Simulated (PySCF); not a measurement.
WOF2, SMILES [O]=[W]([F])[F] (connectivity only; charge and spin as stated), neutral, multiplicity 3.

Geometry: PBE-D3(BJ)/def2-TZVP. The spin state was assumed, not searched. The def2 effective core potentials stand for the cores of W; spin–orbit coupling is left out.

Two levels are set side by side: PBE/def2-TZVPD (PySCF) and M06-2X/def2-TZVPD (PySCF). Same geometry, gas phase. Differences are taken from unrounded values.

| quantity | M06-2X | PBE | PBE minus M06-2X |
|---|---|---|---|
| α-spin orbital gap (eV) | 6.69 | 1.56 | -5.13 |
| β-spin orbital gap (eV) | 6.98 | 4.52 | -2.46 |
| dipole moment (D) | 0.61 | 0.59 | -0.03 |
| mean polarisability (bohr³) | 39.9 | 44.3 | 4.4 |

Loosely held outer electrons make PBE densities more polarisable. Differences between two approximate levels are no errors against the true value.

Rough cost on one machine, each run with all the roots and properties that it gave: M06-2X against PBE about 2 times.
